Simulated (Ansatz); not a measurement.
Computed with Ansatz on PBE0-D4/def2-TZVP structures; ΔE is electronic, products minus reactants. CCSD(T)/CBS adds triple-zeta CCSD(T) − MP2 to the extrapolated MP2 energy (def2 sets, frozen cores). This one scheme is used for every species. Functionals use def2-TZVPP. B3LYP here is the variant with VWN-RPA as its local correlation; programs differ in this. For Se outer-core shells are correlated without core-valence functions, which leaves a few kJ/mol of doubt a bond. Scalar relativity is left out up to krypton. One conformer a species, not always the lowest.

Consider the ligand exchange at the Si–S bond: `BS[SiH2][SiH2]C` + H₂Se → `C[SiH2][SiH2][SeH]` + `BS`.

(1) Is it downhill or uphill in electronic energy at CCSD(T)/CBS, and by how much? (Estimate.)

(2) What do these levels give: r2SCAN-D4, PBE0-D4, B3LYP-D4, ωB97X-V, ωB97M-V, B2PLYP, PBE0, B3LYP, HF/def2-TZVPP, MP2/def2-TZVPP, HF/def2-QZVPP, CCSD/CBS(def2)? (An estimate is asked.)

Largest T1 diagnostic among the species: 0.015.

## Answers

(1) The calculation gave: Downhill: ΔE = -13.2 kJ/mol.

(2) Computed: r2SCAN-D4 -13.2, PBE0-D4 -13.5, B3LYP-D4 -12.1, ωB97X-V -12.4, ωB97M-V -12.4, B2PLYP -14.5, PBE0 -16.0, B3LYP -16.3, HF/def2-TZVPP -17.1, MP2/def2-TZVPP -12.3, HF/def2-QZVPP -16.6, CCSD/CBS(def2) -14.4 kJ/mol.

The D4 term adds +4.2 kJ/mol with B3LYP and +2.5 kJ/mol with PBE0; it sums over pairs of atoms, weighted by their polarisabilities, and B3LYP, whose exchange is more repulsive, gets the larger term. In def2-TZVPP, CCSD(T) changes the Hartree–Fock value by +4.8 kJ/mol (the triples alone add +1.2 kJ/mol) and MP2 by +4.9 kJ/mol.
